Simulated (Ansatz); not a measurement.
Species: CH5Ge, charge 0, doublet. CH5Ge (SMILES [CH3][GeH2], doublet).
B3LYP-D3(BJ)/def2-TZVP minimum from Ansatz (a first-principles code):
```xyz
7

Ge     0.3556    -0.0716    -0.2023
C     -1.2649     0.3943     0.8289
H      0.8523    -1.4935     0.1660
H      0.0746    -0.0113    -1.7259
H     -2.0575    -0.3195     0.5955
H     -1.6035     1.3956     0.5680
H     -1.0572     0.3545     1.8969
```
Charge 0, spin multiplicity 2.

Total energies in cc-pVTZ, 13 correlated electrons, 15 frozen orbitals. Radicals and triplets start from unrestricted determinants; spin-orbit coupling is neglected. Cores are frozen in correlated methods (noble-gas shells, and filled d and f shells in the p block). No relativity.

```
method    program  energy (Eh)  minus CCSDT(Q) (mEh)
--------  -------  -----------  --------------------
HF         Ansatz  -2116.16475                334.27
MP2        Ansatz  -2116.45269                 46.33
CCSD       Ansatz  -2116.48680                 12.21
CCSD(T)    Ansatz  -2116.49772                  1.30
CCSDT(Q)   Ansatz  -2116.49902                  0.00
```

Rough core times of Ansatz's runs on a shared machine: CCSD(T) 30 s, CCSDT(Q) 2 h.
